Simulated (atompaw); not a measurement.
# What one change does to a pseudopotential (lead (Pb), PAW (atompaw))

```
Element                 : lead
Generator               : atompaw 4.2.0.5
Type                    : PAW
Functional              : PBE
Relativity              : scalar-relativistic
Frozen core             : [Xe] 4f14
Valence charge          : 14
Reference configuration : 5d10 6s2 6p2
Partial waves           : 6s (bound): rc 1.95 bohr; 6s channel at 0.65 Ry: rc 1.95 bohr; 6p (bound): rc 2.05 bohr; 6p channel at 3.85 Ry: rc 2.05 bohr; 5d (bound): rc 2.05 bohr; 5d channel at 1.75 Ry: rc 1.55 bohr
Local potential         : vpsmatchnc scheme with l = 3 at 0 Ry, radius 1.90 bohr
Core correction         : smooth core density matched at 1.75 bohr
Augmentation charge     : gaussian compensation charge, radius 1.95 bohr; PAW radius 2.05 bohr; waves and projectors: custom polynom2 7 10 vanderbiltortho
```

Change: local potential bessel scheme, radius 1.90 bohr.

Cutoffs: the cutoffs (Ry, on a coarse ladder) from which the occupation-weighted sum of valence levels, in a spherical-Bessel basis at the reference potential, stays within 10 and 1 mRy of its value at 400 Ry; they do not see the model core or the augmentation charge, which bear on the density cutoff.

Question: What does the change do?

Answer: The potential gets neither clearly harder nor softer (25 Ry and 70 Ry → 25 Ry and 70 Ry); both files keep a bound ghost (p, s); the range in which the d phases agree widens (upper end 0.4 → 3.8).

| quantity | base | changed |
| --- | --- | --- |
| cutoff, loose | 25 Ry | 25 Ry |
| cutoff, tight | 70 Ry | 70 Ry |
| loose cutoff by channel (10 mRy a level) | s 15 Ry, p 15 Ry, d 18 Ry | s 15 Ry, p 6 Ry, d 18 Ry |
| bound ghosts | s, p | s, p |
| s: phases at 2.05 bohr within 0.05 rad from the reference energy up to (Ry; the scan ends near 5) | to the end of the scan | to the end of the scan |
| p: phases at 2.05 bohr within 0.05 rad from the reference energy up to (Ry; the scan ends near 5) | to the end of the scan | to the end of the scan |
| d: phases at 2.05 bohr within 0.05 rad from the reference energy up to (Ry; the scan ends near 5) | 0.4 | 3.8 |
| lowest overlap eigenvalue by channel | s 0.14, p 0.24, d 1.00 | s 0.02, p 0.21, d 1.00 |

 A true bound ghost makes a file unfit for plane-wave use even where its test errors are small: the radial tests pick states by their node count and pass the ghost by. The cutoffs see the waves, projectors and local potential, not the compensation charge or the core.
